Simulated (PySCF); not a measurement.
Delta-SCF ions had no search for a lower state. Excitations are Tamm–Dancoff values on a coarser integration grid. The basis has no diffuse functions, so Rydberg states are missing or too high.

Cartesian coordinates (Å):
```xyz
14

Si     2.2149    -0.1458     0.3394
Ge     0.0752     0.0387    -0.6925
Si    -1.0156     1.9998     0.1083
Si    -1.2335    -1.8717    -0.1317
H      3.0704     1.0309    -0.0047
H      2.0314    -0.1910     1.8227
H      2.9082    -1.3959    -0.0984
H      0.2412     0.1243    -2.2249
H     -1.1826     1.8868     1.5899
H     -2.3647     2.1472    -0.5188
H     -0.2033     3.2181    -0.1932
H     -1.3522    -1.9549     1.3566
H     -2.6042    -1.7650    -0.7188
H     -0.5852    -3.1217    -0.6338
```
Charge 0, multiplicity 1.

### Question
Give the HOMO–LUMO gap, S1–T1 gap (TDA), LUMO, T1 excitation (TDA), HOMO, vertical ionisation energy (Delta-SCF), S1 excitation (TDA) and dipole moment at the level PBE0-D3(BJ)/def2-TZVP // PBE0-D3(BJ)/def2-SVP run with PySCF.

### Answer

- HOMO–LUMO gap: 7.72 eV
- S1–T1 gap (TDA): 0.76 eV
- LUMO: -0.17 eV
- T1 excitation (TDA): 5.80 eV
- HOMO: -7.89 eV
- vertical ionisation energy (Delta-SCF): 9.56 eV
- S1 excitation (TDA): 6.57 eV
- dipole moment: 0.12 D
